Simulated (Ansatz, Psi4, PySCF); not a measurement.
Molecule: dimethylborinic acid, C2H7BO, charge 0, multiplicity 1. SMILES: CB(C)O
Coordinates optimised at B3LYP-D3(BJ)/def2-TZVP (Ansatz, a quantum-chemistry and plane-wave program):
```xyz
11

C      1.1177    -1.0752     0.0003
B      0.0332     0.0619    -0.0227
C     -1.4653    -0.2033     0.3947
O      0.4457     1.3010    -0.4268
H      0.7429    -2.0038    -0.4391
H      2.0414    -0.7926    -0.5061
H      1.3686    -1.3185     1.0395
H     -1.5281    -0.7936     1.3129
H     -2.0640     0.7017     0.5318
H     -1.9560    -0.8047    -0.3791
H     -0.2512     1.9653    -0.4027
```

Wanted: vertical triplet-singlet gap, E(triplet) - E(singlet), in eV. Set-up: dispersion terms only where a functional's name holds one; non-relativistic; 6-311+G** with 5d; each state is the SCF solution reached for its charge and spin; UHF or UKS for open shells; valence correlation only; six Cartesian d functions in 6-31G* and its kin unless marked 5d; no spin-orbit coupling. Ab initio and DFT rows: single points at B3LYP-D3(BJ) geometries (Ansatz). Levels can end on unlike triplets.

```csv
level,program,"vertical triplet-singlet gap, E(triplet) - E(singlet) (eV)"
HF/6-31G*,Ansatz,7.47
HF/6-311+G**,Ansatz,7.32
PBE/6-31G*,Ansatz,6.36
B3LYP/STO-3G,Ansatz,7.34
B3LYP/6-31G*,Ansatz,6.75
M06-2X/6-31G* (5d),PySCF,7.07
wB97X-D/6-31G*,Psi4,6.96
MP2/6-31G*,Ansatz,7.47
MP2/6-311+G**,Ansatz,7.38
B3LYP/def2-TZVPD,Ansatz,6.62
```

No value to compare with is used here. The 9 habitual levels span 6.36 (PBE/6-31G*) to 7.47 eV (MP2/6-31G*); B3LYP/def2-TZVPD gives 6.62.

The levels are drawn from those run, B3LYP/6-31G* more often than the rest, none by its result; left out are runs that failed, that the program found above a lower state of the same kind, or whose <S^2> lies over 0.5 above the pure value.
